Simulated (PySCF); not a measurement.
# Worked example: the barrier

An elementary step of BH$_{4}$O$_{2}$F, singlet (BH₂O₂F ([OH][B]([OH])[F]) + H₂ → BH₃O₂ ([OH][BH][OH]) + HF; bonds formed: B1–H6, F2–H5; bonds broken: B1–F2, H5–H6). “Start” is the structure reached by relaxing down from the saddle towards the reactants; PBE0-D4/def2-TZVP structures. The saddle:

```
atom    x (Å)    y (Å)    z (Å)
  B1  -0.2003  -0.1410   0.1265
  F2   0.3295   1.3032  -0.6470
  O3  -1.1411  -0.7781  -0.6153
  O4  -0.4325   0.0649   1.4474
  H5   1.0439   0.3914  -0.5186
  H6   1.0938  -0.5500  -0.1501
  H7  -0.9412  -0.8479  -1.5490
  H8   0.2480   0.5575   1.9065
```

Computed with PySCF 2.14 with density fitting (its default auxiliary sets; JK sets also for MP2 and CCSD(T)) (basis: def2-TZVPP and def2-QZVPP); correlated methods freeze the cores.

Energies in eV:

| quantity | saddle | start |
| --- | --- | --- |
| Hartree–Fock, triple zeta (X = 3) | -7519.48600 | -7522.75894 |
| Hartree–Fock, quadruple zeta (X = 4) | -7519.84130 | -7523.12539 |
| MP2 correlation, X = 3 | -23.93059 | -23.18630 |
| MP2 correlation, X = 4 | -25.93672 | -25.18098 |
| CCSD(T) correlation, X = 3 | -25.06698 | -24.36905 |

(1) Work out the barrier at the basis limit: extrapolate Hartree–Fock as E(X) = E∞ + A exp(−7.88 √X) and the MP2 correlation as E(X) = E∞ + B X^−2.97 (the exponents that Neese and Valeev fitted for def2-TZVPP and QZVPP), then add CCSD(T) − MP2 in triple zeta.

The T1 diagnostic stays at or below 0.014.

Results:

(1) Each step is linear, so take the differences first (saddle − start): Hartree–Fock 3.27294 (X = 3) and 3.28409 (X = 4); MP2 correlation -0.74429 and -0.75574; CCSD(T) correlation -0.69793.
Two points give E∞ = E(4) + w [E(4) − E(3)], with w = 1/(exp(7.88 (2 − √3)) − 1) = 0.1377 for Hartree–Fock and w = 1/((4/3)^2.97 − 1) = 0.7407 for the correlation.
Hartree–Fock: 3.28409 + 0.1377 × 0.01115 = 3.2856 eV.
MP2 correlation: -0.75574 + 0.7407 × (-0.01145) = -0.7642 eV.
CCSD(T) − MP2: -0.69793 − (-0.74429) = 0.0464 eV.
Sum: 3.2856 + (-0.7642) + 0.0464 = 2.5678 eV, or 59.21 kcal/mol. Plain CCSD(T) in triple zeta gives 2.5750 eV, so the larger basis shifts the result by -0.0072 eV.

Labels in which every atom is bracketed show which atoms are joined, not bond orders.

For scale, one of the runs: CCSD(T)/def2-TZVPP, 180 basis functions, launched by `OMP_NUM_THREADS=4 python run.py`. Time: 4.5 min of wall clock on 4 CPU threads of an Arm Neoverse V2; the host was shared. Peak host memory: 2 GiB.
